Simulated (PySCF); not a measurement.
**Spin states and ions at one geometry of Cs2O(H2O)2**

PySCF 2.14.0, RKS BP86, Cs def2-SVP with ECP46, O def2-SVP, H def2-SVP; non-relativistic Hamiltonian with scalar-relativistic core potentials where named; density fitting; no spin-orbit coupling; singlets restricted, open shells unrestricted. The geometry is relaxed for charge 0, singlet, vacuum (a saddle point, kept by symmetry):

```xyz
9

Cs    0.0000    0.0000    2.5166
Cs    0.0000    0.0000   -2.5166
O     0.0000    0.0000    0.0000
O     0.0000    0.0000    5.8368
H     0.7650    0.0000    6.4472
H    -0.7650    0.0000    6.4472
O     0.0000    0.0000   -5.8368
H     0.7650    0.0000   -6.4472
H    -0.7650    0.0000   -6.4472
```

Energies count from the relaxed state; an electron taken off or put on is at rest in vacuum. Charges and spins are Mulliken's.

```json
{"state": "charge 0, singlet, vacuum", "energy (eV)": "0.00", "spin squared": "0.00", "charge on Cs1 (e)": "0.24", "spin on Cs1 (e)": "0.00", "dipole about the centre of mass (D)": "0.00"}
{"state": "charge +1, doublet, vacuum", "energy (eV)": "3.69", "spin squared": "0.75", "charge on Cs1 (e)": "0.67", "spin on Cs1 (e)": "0.04", "dipole about the centre of mass (D)": "0.00"}
```

What does the state charge 0, triplet, vacuum give?

energy (eV) 1.01, spin squared 2.00, charge on Cs1 (e) 0.18, spin on Cs1 (e) 0.51, dipole about the centre of mass (D) 0.01.

With an electron taken off (doublet) the charges change, summed by element, by Cs +0.84 e, O +0.04 e, H +0.12 e. The vertical ionisation energy is 3.69 eV, against −ε(HOMO) = 1.56 eV of the relaxed state. The level lies 2.1 eV too high, as is usual for semilocal functionals and global hybrids, which keep a self-interaction error.

Open shells may have lower solutions than those found. A restricted singlet can lie too high where a spin-broken solution exists, which wasn't tested: charge 0, singlet, vacuum.

The gap of the closed shell is small, and it wasn't tested for a lower spin-broken solution at this geometry.
